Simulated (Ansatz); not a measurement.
Spin states of Br2OW (SMILES [O]=[W]([Br])[Br]), each relaxed at B3LYP-D3(BJ)/def2-TZVP; lowest solutions found, singlets restricted, no spin–orbit coupling, no relativity up to Kr.
Multiplicity 3 (charge 0, multiplicity 3):
| atom | x (Å) | y (Å) | z (Å) |
|---|---|---|---|
| W | -0.1333 | -0.0975 | -0.0362 |
| O | -1.3379 | -1.2561 | -0.2610 |
| Br | -0.3863 | 2.0830 | -1.0977 |
| Br | 1.7995 | -0.6625 | 1.3387 |
Multiplicity 1 (charge 0, multiplicity 1):
```
atom    x (Å)    y (Å)    z (Å)
----  -------  -------  -------
W     -0.0608  -0.0278  -0.0226
O     -1.2594  -1.1814  -0.2458
Br    -0.4883   2.0425  -1.1409
Br     1.7505  -0.7665   1.3533
```

The values were computed with Ansatz (a first-principles code). Values without a source in brackets are computed. In def2 rows elements past Kr take small-core potentials, without spin–orbit coupling.

The energy of multiplicity 1 less that of multiplicity 3 (kcal/mol) and the share of exact exchange:

```tsv
functional	exact exchange (%)	value
PBE/def2-TZVPP	0	5.39
PBE0/def2-TZVPP	25	9.08
BLYP/def2-TZVPP	0	2.21
B3LYP/def2-TZVPP	20	4.73
BHLYP/def2-TZVPP	50	8.35
r2SCAN/def2-TZVPP	0	9.47
r2SCANh/def2-TZVPP	10	10.60
```

Problem. Take the value as linear in the share of exact exchange along PBE and PBE0. Give the slope, say whether the sign turns, and set the other functionals against that line.

Solution. 
Slope: (9.08 − (5.39))/2.5 = 1.48 kcal/mol for each 10 %. The line keeps its sign from 0 to 100 %. At 50 % it gives 12.8 kcal/mol. The LYP pair gives (8.35 − (2.21))/5 = 1.23 for each 10 %. BHLYP, at 50 %, lies -4.4 from the PBE line. B3LYP, at 20 %, lies -3.6 from the PBE line. r2SCAN, with none, stands 4.1 from PBE. The r2SCAN pair gives 1.13 for 10 %.
